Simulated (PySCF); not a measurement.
**Ionising TlN**

r²SCAN; Tl def2-SVPD with ECP60, N def2-SVPD; scalar-relativistic core potentials (PySCF 2.14). Neutral (UKS): triplet (π ↑↑), Re = 2.334 Å, ωe = 401 cm⁻¹, De = 1.64 eV, HOMO -4.29 eV, LUMO -2.95 eV.

TlN⁺ (UKS): quartet (σ ↑, π ↑↑), Re = 2.941 Å, ωe = 117 cm⁻¹. The energies at the minima are -227.15134 hartree for TlN and -226.89613 for TlN⁺.

Problem. Work out the adiabatic ionisation energy, without and with harmonic zero-point energies (1 hartree = 27.2114 eV, 1 eV = 8065.5 cm⁻¹), and the change of the bond length.

Solution. At r²SCAN: 0.25521 hartree = 6.945 eV between the minima; the zero-point term (117.0 − 401.0)/2 cm⁻¹ = -0.018 eV makes it 6.927 eV. Re changes by +60.7 pm against the neutral. The electron leaves a σ orbital, and the ion is left as a loose complex of an ion and an atom.

TlN⁻ (UKS): doublet (π ↑), Re = 2.152 Å, ωe = 473 cm⁻¹. The energies at the minima are -227.15134 hartree for TlN and -227.18516 for TlN⁻.

Problem. Work out the adiabatic electron affinity, without and with harmonic zero-point energies (1 hartree = 27.2114 eV, 1 eV = 8065.5 cm⁻¹), and the change of the bond length.

Solution. At r²SCAN: 0.03382 hartree = 0.920 eV between the minima; the zero-point term (401.0 − 473.0)/2 cm⁻¹ = -0.004 eV makes it 0.916 eV. Re changes by -18.2 pm against the neutral. The electron enters a π orbital, and the shorter bond of the ion fits a bonding orbital, or a change in how ionic the bond is.

⟨S²⟩ is raised (TlN⁻ 0.95), so spin contamination touches these numbers. Spin–orbit coupling is left out, which matters for elements this heavy, above all for dissociation energies. The highest Kohn–Sham level is positive in this anion. Much of that is self-interaction error, but it also means that the finite basis helps to hold the extra electron. States were picked by a PBE0 search and need not be the measured ground states.
